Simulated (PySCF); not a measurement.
**Vertical excitation energies**

Species: C₃H₄F₃PSe.
Z-matrix (Å and degrees, GFN2-xTB geometry), rows numbered from 1:
```
C 
P   1  1.8249
Se  2  2.0702  1  117.46
C   2  1.8318  1  102.26  3  -125.12
F   4  1.3402  2  115.89  1    38.36
C   4  1.3284  2  121.61  1  -152.48
F   6  1.3163  4  128.37  2  -172.96
F   6  1.3261  4  119.94  2    10.76
H   1  1.0901  2  108.07  3   -60.81
H   1  1.0885  2  111.70  3   177.61
H   1  1.0915  2  107.88  3    56.44
H   2  1.3983  1  103.95  3   132.09
```

Method used: TDDFT B3LYP/def2-SVPD, vertical, gas phase, core orbitals frozen in the response (PySCF 2.14.0, density-fitted response routines). Relativistic effects, spin–orbit coupling among them, are left out although an element past zinc is present.

```csv
state,E (eV),λ (nm),ν̃ (cm⁻¹),f,|μ| (D),"main configurations (H = HOMO, L = LUMO)"
S1,4.16,297.9,33570,0.0039,0.50,"H-1→L (50%), H→L (49%)"
S2,4.22,293.7,34050,0.029,1.35,"H-1→L (48%), H→L (48%)"
S3,4.74,261.7,38210,0.010,0.75,"H→L+1 (87%), H-1→L+1 (9%)"
S4,4.92,252.0,39680,0.024,1.14,H-1→L+1 (79%)
S5,5.24,236.8,42220,0.013,0.81,"H-1→L+2 (58%), H→L+2 (35%)"
S6,5.41,229.4,43600,0.060,1.71,"H→L+2 (46%), H-1→L+2 (32%)"
S7,5.71,217.2,46030,0.0014,0.25,"H→L+3 (36%), H→L+4 (23%), H-1→L+3 (20%)"
S8,5.84,212.4,47080,0.028,1.12,"H→L+4 (63%), H-1→L+3 (20%), H-1→L+4 (9%)"
```

Triplets, Tamm–Dancoff:

```csv
state,E (eV),λ (nm),"main configurations (H = HOMO, L = LUMO)"
T1,3.70,335.2,"H→L (69%), H-1→L (17%), H-2→L (9%)"
T2,3.89,319.1,"H-1→L (74%), H→L (19%)"
T3,4.38,282.9,H-2→L (66%)
```

The lowest singlet lies at 4.16 eV (298 nm, ultraviolet) and is very weak; its leading configuration is HOMO-1→LUMO (50%). The most intense listed level is S6 at 5.41 eV (229 nm, f = 0.060), 1.24 eV above S1. Löwdin shares by element: HOMO selenium 75%, phosphorus 14%; LUMO carbon 46% or more, selenium 20%, phosphorus 12% (atoms not listed hold the other 22%). The listed states span 1.68 eV, and the widest gap between neighbours is 0.52 eV (S2 to S3). The oscillator strengths of these states sum to 0.170; summed over the whole spectrum of an exact calculation they would give the number of electrons, 98 (Thomas–Reiche–Kuhn). Of the 8 states listed, 6 reach f = 0.01 and none stays under 0.0005. The window holds the lowest 8 singlets.

The run took about 1.9 min of CPU time (one thread, shared machine).

One conformer stands for the species.
